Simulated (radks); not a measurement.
Results of a calculation; reference values are marked as such.
Nb24+, configuration [Ne] 3s2 3p5. Code: a radial shooting solver on a logarithmic mesh with Libxc functionals. Model: scalar-relativistic Kohn-Sham, BLYP, spin-polarised, spherical densities, finite nucleus; open shells are filled with parallel spins first (spin-orbit coupling, left out, can overturn this in heavy ions); Fermi nuclear charge, rms radius 4.324 fm.

Unscreened Slater integrals over Kohn-Sham orbitals (cm^-1). They are taken over the spin-up orbitals.

integral     value
F0(3p,3p)   511740
F2(3p,3p)   258340
F0(3p,3s)   504470
G1(3p,3s)   328770
F0(3p,2p)   679140
F2(3p,2p)   167290
G0(3p,2p)    66620
G2(3p,2p)    72761
F0(3s,3s)   498670
F0(3s,2p)   654600
G1(3s,2p)    65549
F0(2p,2p)  1467700
F2(2p,2p)   696730

Derived for the open shells (J is the average intra-shell exchange parameter used in DFT+U). 3p: J = F2/5 = 51670 cm^-1.
